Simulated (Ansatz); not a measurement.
Computed with Ansatz (an electronic-structure program) with r2SCAN-D4/def2-SVP. No frequencies were computed at this level.

Ansatz 0.2 input:
```yaml
crystal:
  periodic: [false, false, false]
  atoms:
    - { symbol: Si, position_ang: [4.827431, 0.539216, 0.293409] }
    - { symbol: Ge, position_ang: [2.570994, 0.771693, -0.321237] }
    - { symbol: Ge, position_ang: [1.060936, -0.633686, 0.917159] }
    - { symbol: Ge, position_ang: [-1.33072, -0.655084, 0.676863] }
    - { symbol: Ge, position_ang: [-2.850541, -2.110919, 1.842124] }
    - { symbol: Si, position_ang: [-5.107961, -1.744035, 1.310728] }
    - { symbol: H, position_ang: [4.910545, -0.381852, 1.429105] }
    - { symbol: H, position_ang: [5.615775, -0.008764, -0.81105] }
    - { symbol: H, position_ang: [5.403602, 1.824446, 0.690383] }
    - { symbol: H, position_ang: [2.329514, 0.531319, -1.801937] }
    - { symbol: H, position_ang: [2.071352, 2.202823, -0.217172] }
    - { symbol: H, position_ang: [1.368568, -0.424756, 2.396335] }
    - { symbol: H, position_ang: [1.55922, -2.067681, 0.77312] }
    - { symbol: H, position_ang: [-1.821137, 0.771664, 0.898955] }
    - { symbol: H, position_ang: [-1.644231, -0.782887, -0.809843] }
    - { symbol: H, position_ang: [-2.564894, -2.005194, 3.330311] }
    - { symbol: H, position_ang: [-2.40832, -3.544529, 1.602842] }
    - { symbol: H, position_ang: [-5.557348, -0.49095, 1.919512] }
    - { symbol: H, position_ang: [-5.967455, -2.830513, 1.78156] }
    - { symbol: H, position_ang: [-5.244661, -1.632717, -0.142824] }
basis:
  gaussian: { orbitals: def2-svp }
hamiltonian:
  xc: r2scan
  dispersion: d4
relax:
  max_steps: 150
```

Output:

```
[...]
relax step   5: F+E_penalty+E_count = -242021.88477345 eV  Δ(F+E_penalty+E_count) = -2.702e-3 eV  max|allowed force component| = 6.386e-2 eV/Å  Δτ_max = 0.0771 Å  (28 SCF iters, accepted)
these checks for a lower state are left out or cut short: starts, cluster_reference, orbital_swaps, neighbouring_geometries, increment
2608 factors; their error is unknown
mean field -242021.74249517 eV, -8894.1349884683 hartree, gradient 2.0e-5 eV, S^2 0.000000; 0 other end points of the search recorded, 0 dependent functions left out
reference -242021.74251325 eV, -8894.1349891329 hartree; 85, 85 occupied and 149, 149 virtual orbitals, 2608 factors
relax step   6: F+E_penalty+E_count = -242021.88647711 eV  Δ(F+E_penalty+E_count) = -1.704e-3 eV  max|allowed force component| = 1.138e-1 eV/Å  Δτ_max = 0.0489 Å  (27 SCF iters, accepted)
these checks for a lower state are left out or cut short: starts, cluster_reference, orbital_swaps, neighbouring_geometries, increment
2608 factors; their error is unknown
mean field -242021.74508691 eV, -8894.1350837132 hartree, gradient 2.0e-5 eV, S^2 0.000000; 0 other end points of the search recorded, 0 dependent functions left out
reference -242021.74510502 eV, -8894.1350843785 hartree; 85, 85 occupied and 149, 149 virtual orbitals, 2608 factors
relax step   7: F+E_penalty+E_count = -242021.88891010 eV  Δ(F+E_penalty+E_count) = -2.433e-3 eV  max|allowed force component| = 8.382e-2 eV/Å  Δτ_max = 0.0344 Å  (28 SCF iters, accepted)
these checks for a lower state are left out or cut short: starts, cluster_reference, orbital_swaps, neighbouring_geometries, increment
2608 factors; their error is unknown
mean field evaluation 64: about -242021.7489 eV, gradient 2.2e-5 eV
mean field -242021.74894497 eV, -8894.1352254943 hartree, gradient 2.2e-5 eV, S^2 0.000000; 0 other end points of the search recorded, 0 dependent functions left out
reference -242021.74896314 eV, -8894.1352261621 hartree; 85, 85 occupied and 149, 149 virtual orbitals, 2608 factors
relax step   8: F+E_penalty+E_count = -242021.89242853 eV  Δ(F+E_penalty+E_count) = -3.518e-3 eV  max|allowed force component| = 9.304e-2 eV/Å  Δτ_max = 0.1256 Å  (27 SCF iters, accepted)
these checks for a lower state are left out or cut short: starts, cluster_reference, orbital_swaps, neighbouring_geometries, increment
2608 factors; their error is unknown
mean field -242021.75077187 eV, -8894.1352926317 hartree, gradient 2.0e-5 eV, S^2 0.000000; 0 other end points of the search recorded, 0 dependent functions left out
reference -242021.75079007 eV, -8894.1352933004 hartree; 85, 85 occupied and 149, 149 virtual orbitals, 2608 factors
relax step   9: F+E_penalty+E_count = -242021.89410585 eV  Δ(F+E_penalty+E_count) = -1.677e-3 eV  max|allowed force component| = 1.302e-1 eV/Å  Δτ_max = 0.0835 Å  (27 SCF iters, accepted)
these checks for a lower state are left out or cut short: starts, cluster_reference, orbital_swaps, neighbouring_geometries, increment
2608 factors; their error is unknown
mean field -242021.75331075 eV, -8894.1353859337 hartree, gradient 2.1e-5 eV, S^2 0.000000; 0 other end points of the search recorded, 0 dependent functions left out
reference -242021.75332896 eV, -8894.1353866029 hartree; 85, 85 occupied and 149, 149 virtual orbitals, 2608 factors
relax step  10: F+E_penalty+E_count = -242021.89659729 eV  Δ(F+E_penalty+E_count) = -2.491e-3 eV  max|allowed force component| = 1.879e-1 eV/Å  Δτ_max = 0.0908 Å  (27 SCF iters, accepted)
these checks for a lower state are left out or cut short: starts, cluster_reference, orbital_swaps, neighbouring_geometries, increment
2608 factors; their error is unknown
mean field -242021.75732352 eV, -8894.1355334002 hartree, gradient 1.9e-5 eV, S^2 0.000000; 0 other end points of the search recorded, 0 dependent functions left out
reference -242021.75734171 eV, -8894.1355340689 hartree; 85, 85 occupied and 149, 149 virtual orbitals, 2608 factors
relax step  11: F+E_penalty+E_count = -242021.90072333 eV  Δ(F+E_penalty+E_count) = -4.126e-3 eV  max|allowed force component| = 1.712e-1 eV/Å  Δτ_max = 0.0715 Å  (27 SCF iters, accepted)
these checks for a lower state are left out or cut short: starts, cluster_reference, orbital_swaps, neighbouring_geometries, increment
2608 factors; their error is unknown
mean field -242021.76358937 eV, -8894.1357636658 hartree, gradient 1.0e-5 eV, S^2 0.000000; 0 other end points of the search recorded, 0 dependent functions left out
reference -242021.76360751 eV, -8894.1357643328 hartree; 85, 85 occupied and 149, 149 virtual orbitals, 2608 factors
relax step  12: F+E_penalty+E_count = -242021.90732370 eV  Δ(F+E_penalty+E_count) = -6.600e-3 eV  max|allowed force component| = 1.744e-1 eV/Å  Δτ_max = 0.1754 Å  (28 SCF iters, accepted)
these checks for a lower state are left out or cut short: starts, cluster_reference, orbital_swaps, neighbouring_geometries, increment
2608 factors; their error is unknown
mean field evaluation 96: about -242021.7635 eV, gradient 1.3e-1 eV
mean field -242021.76357826 eV, -8894.1357632575 hartree, gradient 2.4e-5 eV, S^2 0.000000; 0 other end points of the search recorded, 0 dependent functions left out
reference -242021.76359641 eV, -8894.1357639248 hartree; 85, 85 occupied and 149, 149 virtual orbitals, 2608 factors
relax step  13: F+E_penalty+E_count = -242021.90745107 eV  Δ(F+E_penalty+E_count) = -1.274e-4 eV  max|allowed force component| = 2.707e-1 eV/Å  Δτ_max = 0.1392 Å  (27 SCF iters, accepted)
these checks for a lower state are left out or cut short: starts, cluster_reference, orbital_swaps, neighbouring_geometries, increment
2608 factors; their error is unknown
mean field -242021.77537662 eV, -8894.1361968393 hartree, gradient 2.1e-5 eV, S^2 0.000000; 0 other end points of the search recorded, 0 dependent functions left out
reference -242021.77539480 eV, -8894.1361975075 hartree; 85, 85 occupied and 149, 149 virtual orbitals, 2608 factors
relax step  14: F+E_penalty+E_count = -242021.91914550 eV  Δ(F+E_penalty+E_count) = -1.169e-2 eV  max|allowed force component| = 7.904e-3 eV/Å  Δτ_max = 0.0924 Å  (28 SCF iters, accepted)
these checks for a lower state are left out or cut short: starts, cluster_reference, orbital_swaps, neighbouring_geometries, increment
2608 factors; their error is unknown
mean field -242021.77686391 eV, -8894.1362514963 hartree, gradient 2.1e-5 eV, S^2 0.000000; 0 other end points of the search recorded, 0 dependent functions left out
reference -242021.77688209 eV, -8894.1362521645 hartree; 85, 85 occupied and 149, 149 virtual orbitals, 2608 factors
relax step  15: F+E_penalty+E_count = -242021.92063453 eV  Δ(F+E_penalty+E_count) = -1.489e-3 eV  max|allowed force component| = 2.790e-2 eV/Å  Δτ_max = 0.0664 Å  (27 SCF iters, accepted)
these checks for a lower state are left out or cut short: starts, cluster_reference, orbital_swaps, neighbouring_geometries, increment
2608 factors; their error is unknown
mean field -242021.77643175 eV, -8894.1362356148 hartree, gradient 1.2e-5 eV, S^2 0.000000; 0 other end points of the search recorded, 0 dependent functions left out
reference -242021.77644996 eV, -8894.1362362839 hartree; 85, 85 occupied and 149, 149 virtual orbitals, 2608 factors
relax step  16: F+E_penalty+E_count = -242021.92016613 eV  Δ(F+E_penalty+E_count) = +4.684e-4 eV  max|allowed force component| = 1.714e-1 eV/Å  Δτ_max = 0.1643 Å  (27 SCF iters, rejected (line search))
these checks for a lower state are left out or cut short: starts, cluster_reference, orbital_swaps, neighbouring_geometries, increment
2608 factors; their error is unknown
mean field evaluation 128: about -242021.7669 eV, gradient 2.3e-5 eV
mean field -242021.76692267 eV, -8894.1358861627 hartree, gradient 2.3e-5 eV, S^2 0.000000; 0 other end points of the search recorded, 0 dependent functions left out
reference -242021.76694085 eV, -8894.1358868305 hartree; 85, 85 occupied and 149, 149 virtual orbitals, 2608 factors
relax step  17: F+E_penalty+E_count = -242021.91070341 eV  Δ(F+E_penalty+E_count) = +9.931e-3 eV  max|allowed force component| = 1.352e-1 eV/Å  Δτ_max = 0.0821 Å  (28 SCF iters, rejected (line search))
these checks for a lower state are left out or cut short: starts, cluster_reference, orbital_swaps, neighbouring_geometries, increment
2608 factors; their error is unknown
mean field -242021.77790216 eV, -8894.1362896512 hartree, gradient 2.1e-5 eV, S^2 0.000000; 0 other end points of the search recorded, 0 dependent functions left out
reference -242021.77792034 eV, -8894.1362903192 hartree; 85, 85 occupied and 149, 149 virtual orbitals, 2608 factors
relax step  18: F+E_penalty+E_count = -242021.92167103 eV  Δ(F+E_penalty+E_count) = -1.036e-3 eV  max|allowed force component| = 7.112e-3 eV/Å  Δτ_max = 0.0411 Å  (28 SCF iters, accepted)
these checks for a lower state are left out or cut short: starts, cluster_reference, orbital_swaps, neighbouring_geometries, increment
2608 factors; their error is unknown
mean field -242021.77880973 eV, -8894.1363230039 hartree, gradient 2.3e-5 eV, S^2 0.000000; 0 other end points of the search recorded, 0 dependent functions left out
reference -242021.77882792 eV, -8894.1363236724 hartree; 85, 85 occupied and 149, 149 virtual orbitals, 2608 factors
relax step  19: F+E_penalty+E_count = -242021.92257434 eV  Δ(F+E_penalty+E_count) = -9.033e-4 eV  max|allowed force component| = 5.037e-2 eV/Å  Δτ_max = 0.0977 Å  (27 SCF iters, accepted)
these checks for a lower state are left out or cut short: starts, cluster_reference, orbital_swaps, neighbouring_geometries, increment
2608 factors; their error is unknown
mean field -242021.77896443 eV, -8894.1363286889 hartree, gradient 8.3e-6 eV, S^2 0.000000; 0 other end points of the search recorded, 0 dependent functions left out
reference -242021.77898262 eV, -8894.1363293575 hartree; 85, 85 occupied and 149, 149 virtual orbitals, 2608 factors
relax step  20: F+E_penalty+E_count = -242021.92272478 eV  Δ(F+E_penalty+E_count) = -1.504e-4 eV  max|allowed force component| = 5.382e-2 eV/Å  Δτ_max = 0.0127 Å  (23 SCF iters, accepted)
these checks for a lower state are left out or cut short: starts, cluster_reference, orbital_swaps, neighbouring_geometries, increment
2608 factors; their error is unknown
mean field -242021.77922684 eV, -8894.1363383322 hartree, gradient 1.0e-5 eV, S^2 0.000000; 0 other end points of the search recorded, 0 dependent functions left out
reference -242021.77924503 eV, -8894.1363390007 hartree; 85, 85 occupied and 149, 149 virtual orbitals, 2608 factors
relax step  21: F+E_penalty+E_count = -242021.92298785 eV  Δ(F+E_penalty+E_count) = -2.631e-4 eV  max|allowed force component| = 1.228e-3 eV/Å  Δτ_max = 0.0132 Å  (23 SCF iters, accepted)
these checks for a lower state are left out or cut short: starts, cluster_reference, orbital_swaps, neighbouring_geometries, increment
2608 factors; their error is unknown
mean field evaluation 160: about -242021.7793 eV, gradient 2.2e-5 eV
mean field -242021.77929509 eV, -8894.1363408407 hartree, gradient 2.2e-5 eV, S^2 0.000000; 0 other end points of the search recorded, 0 dependent functions left out
reference -242021.77931329 eV, -8894.1363415092 hartree; 85, 85 occupied and 149, 149 virtual orbitals, 2608 factors
relax step  22: F+E_penalty+E_count = -242021.92305787 eV  Δ(F+E_penalty+E_count) = -7.002e-5 eV  max|allowed force component| = 2.574e-3 eV/Å  Δτ_max = 0.0241 Å  (28 SCF iters, accepted)
2608 factors; their error is unknown
mean field -242021.77929509 eV, -8894.1363408407 hartree, gradient 2.2e-5 eV, S^2 0.000000; 1 other end points of the search recorded, 0 dependent functions left out
reference -242021.77931329 eV, -8894.1363415092 hartree; 85, 85 occupied and 149, 149 virtual orbitals, 2608 factors
Total energy: -242021.92307606 eV, -8894.1416246938 hartree
Atom 0 at     4.717433     0.519903     0.303775 Å, force    -0.002476    -0.000047     0.000360 eV/Å
Atom 1 at     2.402053     0.869315    -0.122867 Å, force    -0.000099     0.000315    -0.000689 eV/Å
Atom 2 at     1.046265    -0.812568     0.976161 Å, force    -0.000112     0.000113    -0.000776 eV/Å
Atom 3 at    -1.316200    -0.511630     0.535262 Å, force     0.000020     0.000260    -0.000170 eV/Å
Atom 4 at    -2.683957    -2.118916     1.727142 Å, force     0.000214    -0.000344    -0.000256 eV/Å
Atom 5 at    -4.997382    -1.760053     1.297780 Å, force     0.000125     0.000368     0.000557 eV/Å
Atom 6 at     4.962780     0.558622     1.777536 Å, force     0.001464     0.000018    -0.002351 eV/Å
Atom 7 at     5.121177    -0.822130    -0.215456 Å, force     0.000910     0.002118     0.001832 eV/Å
Atom 8 at     5.557641     1.566706    -0.354494 Å, force     0.000024    -0.002574     0.001069 eV/Å
Atom 9 at     2.125498     0.822296    -1.637326 Å, force    -0.000302    -0.000605     0.000053 eV/Å
Atom 10 at     1.969563     2.258705     0.382021 Å, force     0.000374     0.000405    -0.000639 eV/Å
Atom 11 at     1.291256    -0.749370     2.496136 Å, force     0.000679     0.000198     0.000110 eV/Å
Atom 12 at     1.477775    -2.212915     0.499772 Å, force    -0.000525    -0.000323     0.000245 eV/Å
Atom 13 at    -1.731192     0.914192     0.946816 Å, force    -0.000059    -0.000412     0.001081 eV/Å
Atom 14 at    -1.571024    -0.644376    -0.978541 Å, force    -0.000248     0.001255     0.000077 eV/Å
Atom 15 at    -2.395299    -1.992779     3.234812 Å, force    -0.001009    -0.000499     0.000418 eV/Å
Atom 16 at    -2.274097    -3.539581     1.296020 Å, force     0.000956     0.000264    -0.000298 eV/Å
Atom 17 at    -5.374710    -0.380725     1.731937 Å, force    -0.000415    -0.000191    -0.000302 eV/Å
Atom 18 at    -5.848572    -2.747160     2.029806 Å, force    -0.000036    -0.000075    -0.000158 eV/Å
Atom 19 at    -5.258342    -1.889941    -0.167948 Å, force     0.000515    -0.000246    -0.000163 eV/Å
Dipole moment:     0.000760    -0.000470     0.000115 e Å
```

Cost: very roughly 9 core-minutes.
